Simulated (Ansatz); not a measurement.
`C#C[SiH](O)F` + HCl → `C#C[SiH](F)Cl` + H₂O at 400 K and 1 bar (ligand exchange at the Si–O bond).

Calculated with Ansatz (gas phase, PBE0-D4/def2-TZVP geometries, no zero-point term in ΔE). CCSD(T)/CBS is the MP2 limit (def2-TZVPP, def2-QZVPP) plus CCSD(T) − MP2 in def2-TZVPP, frozen cores. This one scheme is used for every species. One conformer a species, not always the lowest.

```tsv
species	CCSD(T)/CBS energy (Eh)	H − E (kJ/mol)	S (J/(mol·K))
`C#C[SiH](O)F`	-542.02392	149.5	358.0
HCl	-460.38127	29.6	195.4
`C#C[SiH](F)Cl`	-926.02177	115.0	359.5
H₂O	-76.37941	69.8	198.6
```

H − E and S are ideal-gas, rigid-rotor, harmonic terms from PBE0-D4/def2-TZVP, for one conformer and one mirror image of each species. 1 Eh = 2625.50 kJ/mol, R = 8.31446 J/(mol·K).

Task: By hand: ΔE, ΔH, ΔS and ΔG.

Result: ΔE = (-926.02177) + (-76.37941) − (-542.02392) − (-460.38127) = 0.00401 Eh = 10.5 kJ/mol. Δ(H − E) = 115.0 + 69.8 − 149.5 − 29.6 = 5.7, so ΔH = 16.2 kJ/mol. ΔS = 359.5 + 198.6 − 358.0 − 195.4 = 4.7 J/(mol·K). ΔG = 16.2 − 400 × (4.7)/1000 = 14.3 kJ/mol.

Task: By hand: the equilibrium constant, and the temperature at which ΔG would vanish if ΔH and ΔS stayed fixed.

Result: log₁₀ K = −ΔG/(RT ln 10) = -1.9. ΔG = 0 at ΔH/ΔS = 3447 K, far beyond where these terms or the molecules hold.

The number of gas molecules stays the same, so ΔS is small and ΔH decides. A doubt of 5 kJ/mol in ΔE shifts log₁₀ K by 0.7 here. Other conformers and mirror images would add mixing entropy, several J/(mol·K) or more a flexible species. These are equilibria of isolated gas molecules and say nothing of rates. Largest T1 diagnostic: 0.013 (customary marks: 0.02 for closed shells, 0.045 for open ones).
